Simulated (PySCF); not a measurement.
Ge(H)2(PH2)2 (GeH₆P₂), SMILES [GeH2]([PH2])[PH2].

Geometry optimised at PBE-D3(BJ)/def2-SVP. The structure was generated by enumeration, and PubChem lists no compound with its InChIKey, so it may never have been made. One conformer was computed; it need not be the lowest.

The numbers are results of PBE0/def2-TZVPD (PySCF), not measurements.

```json
{
 "total_energy": "-2762.81775 hartree",
 "point_group": "C2",
 "highest_occupied_level": "-7.09 eV",
 "lowest_empty_level": "-0.78 eV",
 "orbital_gap": "6.31 eV",
 "dipole_moment": "0.61 D",
 "quadrupole, principal values (traceless, Buckingham form, about the centre of nuclear charge)": "-7.83, 3.28, 4.54 D·Å",
 "mean_static_polarisability": "95.5 bohr³ (14.15 Å³)",
 "polarisability_principal_values": "76.3, 87.7, 122.3 bohr³"
}
```
